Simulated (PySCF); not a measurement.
## Co (cobalt, neutral): UHF calculation

Configuration: [Ar] 3d9, 2D determinant (an excited configuration). Computed with PySCF 2.14 in aug-cc-pVTZ, with no relativity, point nucleus.

| Quantity | Value |
| --- | --- |
| Total energy | -1381.161093 hartree |
| One-electron energy | -1922.8194 hartree |
| Hartree (Coulomb) energy | 599.7861 hartree |
| Exchange energy | -58.1278 hartree |
| Kinetic energy | 1381.03763 hartree |
| ⟨S²⟩ | 0.7770 |
| ⟨L²⟩ | 6.216 |
| Sum of ⟨r⟩ | 19.93 bohr |
| Sum of ⟨r²⟩ | 27.96 bohr² |
| Traceless quadrupole moment −½Σ⟨3z² − r²⟩ along its main axis | -1.84 e·bohr² |
| Density at the nucleus (Gaussians lack the cusp) | 13300 bohr⁻³ |
| Spin density at the nucleus | 0.0178 bohr⁻³ |
| Langevin diamagnetic susceptibility | -22.1 ×10⁻⁶ cm³/mol |

```
shell  electrons  mean orbital energy (hartree)  spread (hartree)  rms radius, mean of both spins (bohr)
 1s α          1                     -282.72767                 0                                 0.0659
 1s β          1                     -282.72703                 0                                 0.0659
 2s α          1                      -34.50848                 0                                  0.279
 2s β          1                      -34.47383                 0                                  0.279
 2p α          3                      -29.76714           0.02589                                  0.250
 2p β          3                      -29.73321           0.00444                                  0.250
 3s α          1                       -4.20179                 0                                  0.849
 3s β          1                       -4.10463                 0                                  0.849
 3p α          3                       -2.71821           0.07275                                  0.909
 3p β          3                       -2.60144           0.04905                                  0.909
 3d α          5                       -0.28470           0.10120                                   1.53
 3d β          4                       -0.21897           0.07449                                   1.53
```

Spin-orbit constants ζ (cm⁻¹) from the X2C one-electron operator on these orbitals (non-relativistic here): bare nucleus, nucleus screened by l(l+1)(2l+1)/3 electrons, and screened by the Breit-Pauli mean field of the electrons.

```
shell   bare  screened nucleus  mean field
   2p  80280             74330       71550
   3p   9460              8759        8365
   3d  818.2             515.2       462.6
```

To first order the Landé constant is A = -462.6 cm⁻¹, so the lowest level has J = 5/2 and lies 0.0574 eV below the centre of the term.
